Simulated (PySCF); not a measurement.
This PySCF input asks for the NMR shieldings of `InChI=1S/C3H13BF2Si3/c1-2-9(7)8-3-4(5)6/h9H,2-3,8H2,1,7H3/t9-/m0/s1`; the geometry comes from GFN2-xTB.

```python
import basis_set_exchange as bse
import numpy as np
from pyscf import gto, dft
from pyscf.prop import nmr

atoms = """
C    -1.401513    0.074835    2.208187
C    -1.560552    0.664418    0.812192
Si   -1.057654   -0.541372   -0.591759
Si   -1.094539    0.626613   -2.606029
Si    0.954102   -1.597860   -0.073480
C     2.422411   -0.374301   -0.367046
B     2.270075    0.835262    0.574322
F     2.726911    0.864982    1.817272
F     1.567057    1.916515    0.254727
H    -1.946514   -0.863341    2.297051
H    -1.780365    0.760609    2.964853
H    -0.352570   -0.118193    2.427237
H    -2.600244    0.967479    0.671143
H    -0.964778    1.575894    0.743611
H    -2.096672   -1.601421   -0.573538
H    -0.763892   -0.256039   -3.730304
H    -2.389319    1.234125   -2.928586
H    -0.110218    1.711027   -2.626721
H     1.142760   -2.127746    1.286951
H     1.283410   -2.727598   -0.960346
H     3.342676   -0.922377   -0.186312
H     2.399017   -0.082126   -1.414274
"""
names = dict.fromkeys(["C", "Si", "B", "F", "H"], "pcSseg-1")
basis = {el: gto.basis.parse(bse.get_basis(n, elements=[el], fmt="nwchem")) for el, n in names.items()}
mol = gto.M(atom=atoms, basis=basis, charge=0, verbose=0)
mf = dft.RKS(mol, xc="PBE0")
mf.grids.level = 2
mf.grids.alignment = dft.numint.BLKSIZE   # the property module wants whole blocks of grid points
mf.conv_tol = 1e-9
mf.kernel()

calc = nmr.RKS(mf)   # GIAO
C = mf.mo_coeff
Co = C[:, mf.mo_occ > 0]
resp = mf.gen_response(singlet=True, hermi=2)
def vind(x):   # induced exchange potential for any number of trial vectors
    d = np.einsum("pi,xij,qj->xpq", C, 2 * x.reshape(-1, C.shape[1], Co.shape[1]), Co, optimize=True)
    return np.einsum("xpq,pi,qj->xij", resp(d - d.transpose(0, 2, 1)), C, Co, optimize=True).ravel()
mo1, _ = nmr.rhf.solve_mo1(calc, with_cphf=vind)
sigma = calc.kernel(mo1)
for i, s in enumerate(sigma):   # ppm
    print("%2d %-2s %9.2f" % (i, mol.atom_pure_symbol(i), np.trace(s) / 3))
```

**Question.** Give the expected output.

**Answer.** 
```
 0 C     171.01
 1 C     181.67
 2 Si    424.48
 3 Si    465.61
 4 Si    425.10
 5 C     190.69
 6 B      70.38
 7 F     242.70
 8 F     247.44
 9 H      30.73
10 H      30.13
11 H      30.71
12 H      30.79
13 H      30.68
14 H      27.79
15 H      28.27
16 H      28.15
17 H      28.13
18 H      27.32
19 H      27.49
20 H      31.09
21 H      31.51
```

These numbers come from an equivalent density-fitted implementation of the same equations, which agrees with the script to about 0.01 ppm for H and up to a few tenths of a ppm for heavy atoms, so last digits may differ.

Size and cost of the density-fitted run: 239 basis functions, 3.2 min wall time on 1 thread of an Intel Xeon, shared host; peak memory 1.1 GiB.
